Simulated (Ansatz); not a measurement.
`CB(O)F` + Cl• → `CB([O])F`• + HCl at 500 K and 1 bar (hydrogen abstraction from the O–H bond).

Calculated with Ansatz (gas phase, PBE0-D4/def2-TZVP geometries, no zero-point term in ΔE). CCSD(T)/CBS adds triple-zeta CCSD(T) − MP2 to the extrapolated MP2 energy (def2 sets, frozen cores). This one scheme is used for every species, atoms too. Open shells (•) are unrestricted, without spin–orbit coupling. Spin–orbit coupling would lower the free atoms: a little for Cl. One conformer a species, not always the lowest.

```json
{"species": "`CB(O)F`", "CCSD(T)/CBS energy (Eh)": "-240.35473", "H − E (kJ/mol)": "187.4", "S (J/(mol·K))": "340.3"}
{"species": "Cl•", "CCSD(T)/CBS energy (Eh)": "-459.70966", "H − E (kJ/mol)": "10.4", "S (J/(mol·K))": "179.0"}
{"species": "`CB([O])F`•", "CCSD(T)/CBS energy (Eh)": "-239.65675", "H − E (kJ/mol)": "150.9", "S (J/(mol·K))": "338.7"}
{"species": "HCl", "CCSD(T)/CBS energy (Eh)": "-460.38127", "H − E (kJ/mol)": "32.5", "S (J/(mol·K))": "201.9"}
```

H − E and S are ideal-gas, rigid-rotor, harmonic terms from PBE0-D4/def2-TZVP, for one conformer and one mirror image of each species, with the whole ground term of open shells counted as degenerate. 1 Eh = 2625.50 kJ/mol, R = 8.31446 J/(mol·K).

Task: By hand: ΔE, ΔH, ΔS and ΔG.

Result: ΔE = (-239.65675) + (-460.38127) − (-240.35473) − (-459.70966) = 0.02637 Eh = 69.2 kJ/mol. Δ(H − E) = 150.9 + 32.5 − 187.4 − 10.4 = -14.4, so ΔH = 54.8 kJ/mol. ΔS = 338.7 + 201.9 − 340.3 − 179.0 = 21.3 J/(mol·K). ΔG = 54.8 − 500 × (21.3)/1000 = 44.1 kJ/mol.

Task: By hand: the equilibrium constant, and the temperature at which ΔG would vanish if ΔH and ΔS stayed fixed.

Result: log₁₀ K = −ΔG/(RT ln 10) = -4.6. ΔG = 0 at ΔH/ΔS = 2573 K, far beyond where these terms or the molecules hold.

ΔH outweighs TΔS. A doubt of 5 kJ/mol in ΔE shifts log₁₀ K by 0.5 here. Other conformers and mirror images would add mixing entropy, several J/(mol·K) or more a flexible species. These are equilibria of isolated gas molecules and say nothing of rates. Largest T1 diagnostic: 0.018 (customary marks: 0.02 for closed shells, 0.045 for open ones).
